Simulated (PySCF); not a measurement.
o-toluoyl chloride: 4 charge schemes on one density

Species: o-toluoyl chloride, C₈H₇ClO.
Geometry (PBE0-D3(BJ)/def2-SVP, Å), atoms numbered from 1 in this order:
```xyz
17
C8H7ClO angstrom
C     -1.696   -1.340    0.237
C     -0.391   -0.609    0.143
C      0.787   -1.296    0.454
C      2.037   -0.687    0.392
C      2.144    0.648    0.010
C      0.993    1.357   -0.305
C     -0.271    0.752   -0.245
C     -1.495    1.515   -0.580
O     -2.614    1.116   -0.556
Cl    -1.219    3.226   -1.076
H     -1.523   -2.382    0.538
H     -2.372   -0.868    0.965
H     -2.238   -1.330   -0.720
H      0.714   -2.344    0.754
H      2.932   -1.262    0.644
H      3.118    1.137   -0.043
H      1.059    2.402   -0.605
```

Density: PBE0/pcSseg-1 (PySCF); schemes: Mulliken, IAO, Hirshfeld and ESP-fitted. One conformer (not necessarily the lowest) at the PBE0-D3(BJ)/def2-SVP geometry, without solvent, vibrations or thermal averaging.

**Question.** Which atoms carry the highest charge in the Mulliken, IAO, Hirshfeld and ESP-fitted schemes?

**Answer.** All schemes agree: Mulliken C8 (+0.339); IAO C8 (+0.356); Hirshfeld C8 (+0.177); ESP-fitted C8 (+0.385).

**Question.** For which atoms does the sign change between the 4 schemes (beyond +0.03 e in one, beyond −0.03 e in another)?

**Answer.** C2.

**Question.** At which atom do the 4 schemes differ most?

**Answer.** At C1: from -0.693 (ESP-fitted) to -0.084 e (Mulliken), 0.609 e apart.

**Question.** What partial charge does each atom carry?

**Answer.** In e:

```
atom                  environment  Mulliken     IAO  Hirshfeld  ESP-fitted
  C1         benzylic-type carbon    -0.084  -0.416     -0.119      -0.693
  C2  substituted aromatic carbon    -0.254  +0.051     +0.031      +0.316
  C3           aromatic CH carbon    -0.067  -0.156     -0.048      -0.221
  C4           aromatic CH carbon    -0.037  -0.120     -0.028      -0.199
  C5           aromatic CH carbon    -0.064  -0.154     -0.046      -0.054
  C6           aromatic CH carbon    +0.023  -0.123     -0.042      -0.308
  C7  substituted aromatic carbon    -0.226  -0.081     -0.026      +0.012
  C8           acyl halide carbon    +0.339  +0.356     +0.177      +0.385
  O9              carbonyl oxygen    -0.313  -0.356     -0.179      -0.355
Cl10         chlorine bonded to C    -0.156  -0.116     -0.063      -0.161
 H11              methyl hydrogen    +0.119  +0.140     +0.046      +0.177
 H12              methyl hydrogen    +0.149  +0.167     +0.046      +0.214
 H13              methyl hydrogen    +0.149  +0.167     +0.046      +0.215
 H14            aromatic hydrogen    +0.092  +0.151     +0.053      +0.162
 H15            aromatic hydrogen    +0.105  +0.159     +0.059      +0.173
 H16            aromatic hydrogen    +0.103  +0.159     +0.057      +0.141
 H17            aromatic hydrogen    +0.123  +0.170     +0.037      +0.194
```

Mean size of the charges over all atoms: ESP-fitted 0.234 e, IAO 0.179 e, Mulliken 0.141 e, Hirshfeld 0.065 e. Each set sums to the total charge, 0, to within 0.001 e. The ESP scheme fits charges at the nuclei, held to the total charge, to the electrostatic potential on points at 1.4 to 2.0 times the van der Waals radii. The Hirshfeld scheme weights the molecular density at each point by an atom's share of the summed free-atom densities.

**Question.** How closely do the schemes follow one another over all atoms?

**Answer.** Correlation coefficient and root-mean-square difference: IAO with Hirshfeld 0.96, 0.129 e; IAO with ESP-fitted 0.93, 0.114 e; Hirshfeld with ESP-fitted 0.87, 0.211 e; Mulliken with Hirshfeld 0.80, 0.114 e; Mulliken with IAO 0.77, 0.130 e; Mulliken with ESP-fitted 0.53, 0.236 e.

**Question.** How many electrons does the Mulliken scheme count on C2?

**Answer.** Z − q = 6 − (-0.254) = 6.254.
